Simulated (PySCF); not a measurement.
BrHOSi, SMILES Br[Si]O (connectivity only; charge and spin as stated), neutral, multiplicity 1. Atoms are numbered in the order given.

```xyz
4

Si     0.6884    -1.1549     0.0000
Br    -0.0811     0.9907     0.0000
O     -0.7604    -1.9489     0.0000
H     -0.7166    -2.9125     0.0000
```
Charge 0, spin multiplicity 1.

Coordinates come from a B3LYP-D3(BJ)/def2-TZVP optimisation. The values are those of a single conformer.

These are B3LYP-D3(BJ)/def2-TZVP (PySCF) values and carry that method's errors.

Frequencies are harmonic and unscaled.

Computed normal modes with their intensities:
```tsv
mode	ν (cm⁻¹)	IR (km/mol)	Raman (Å⁴/amu)	depolarisation	moving atoms (share of kinetic energy)
1	222	0.6	3.6	0.44	O 60 %, Br 22 %, Si 13 %
2	391	106.2	12.5	0.29	Si 74 %, Br 20 %
3	462	102.4	4.0	0.75	H 92 %
4	788	201.0	0.7	0.68	H 78 %, O 18 %
5	860	87.0	9.3	0.51	O 53 %, Si 36 %, H 11 %
6	3813	125.7	133.6	0.26	H 94 %
```
